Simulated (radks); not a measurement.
Polarisability of neutral cobalt, [Ar] 3d7 4s2, at imaginary frequency. Method: non-relativistic Kohn-Sham, LDA (Slater exchange, Perdew-Wang correlation), spin-unpolarised, spherical densities, point nucleus; computed with a radial shooting solver on a logarithmic mesh with Libxc functionals. Response by self-consistent Sternheimer equations with the Hartree and adiabatic LDA kernel.

w (hartree)  alpha1(iw) (bohr^3)
0.00266                    50.59
0.0143                     50.34
0.0360                     49.00
0.0697                     45.14
0.118                      37.81
0.186                      28.17
0.280                      18.95
0.413                      11.95
0.605                      7.305
0.892                      4.390
1.35                       2.573
2.12                       1.420
3.59                      0.6853
6.94                      0.2518
17.5                     0.05332

Static values: alpha1 = 50.60 bohr^3 (7.498 angstrom^3; uncoupled 92.85). C6 = 421.2, triple-dipole C9 = 15240 atomic units. One-pole (London) frequency 4 C6 / (3 alpha1^2) = 0.219 hartree, against 0.205 for minus the highest occupied eigenvalue. The dipole shielding factor is 1.000, as the force sum rule N/Z = 1.000 demands. Recommended static value: 55 bohr^3 (Schwerdtfeger and Nagle, 2023 table).

Beside tabulated values, note that spin-unpolarised runs miss the spin-polarisation part of the exchange energy of open shells.
